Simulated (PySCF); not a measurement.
Mapped SMILES: `[CH3:1][CH2:2][CH2:3][c:4]1[cH:5][cH:6][c:7]([F:8])[o:9]1`. Each H is labelled by its parent atom.

Geometry: GFN2-xTB; GIAO shifts from PySCF 2.14.0 with density-fitted response routines, gas phase, non-relativistic, averaged over equivalent atoms.

At PBE0/pcSseg-0 (99 basis functions, 42 s wall time on 1 thread of an Intel Xeon Platinum 8259CL, shared host):
| atoms | δ (ppm) |
| --- | --- |
| C7 | 179.8 |
| C4 | 156.7 |
| C5 | 122.3 |
| C6 | 98.0 |
| C3 | 35.0 |
| C2 | 24.3 |
| C1 | 15.3 |
| F8 | -120.6 |
| O9 | 297.9 |
| H(C5) | 6.14 |
| H(C6) | 5.44 |
| H(C3) | 2.66 |
| H(C2) | 1.57 |
| H(C1) | 1.05 |

Scale: ¹³C (σref 195.82), ¹H (σref 33.29) against TMS; ¹⁹F (σref 171.75) vs CFCl3; ¹⁷O (σref 340.61) vs H2O (reference shieldings calculated alike).

Predict the values at PBE0/6-31G* on the same geometry.

Answers


| atoms | δ at PBE0/6-31G* | change |
| --- | --- | --- |
| C7 | 151.3 | -28.5 |
| C4 | 135.3 | -21.4 |
| C5 | 106.3 | -16.0 |
| C6 | 81.8 | -16.2 |
| C3 | 31.6 | -3.4 |
| C2 | 24.0 | -0.3 |
| C1 | 13.5 | -1.8 |
| F8 | -113.9 | +6.7 |
| O9 | 243.6 | -54.3 |
| H(C5) | 5.94 | -0.20 |
| H(C6) | 5.11 | -0.33 |
| H(C3) | 2.61 | -0.05 |
| H(C2) | 1.67 | +0.10 |
| H(C1) | 0.96 | -0.09 |

δ = σ(ref) − σ, references computed at the same level: TMS for ¹³C (196.39 ppm) and ¹H (32.41 ppm); CFCl3 for ¹⁹F (192.54 ppm); ¹⁷O (325.96 ppm) vs H2O.

The largest change is at O9 (aromatic ring oxygen). Cost: 144 basis functions, 45 s wall time on 1 thread of an Intel Xeon Platinum 8259CL, shared host. The order of the carbon signals is the same at both levels.

Unscaled 19F shifts against computed CFCl3 carry errors that often reach 10 to 50 ppm. Unscaled 17O shifts of doubly bonded oxygen tend to come out too high, by tens of ppm or more. Experimental scales use liquid or dissolved standards, which lie at an offset from isolated H2O (liquid H2O: subtract about 36 ppm).
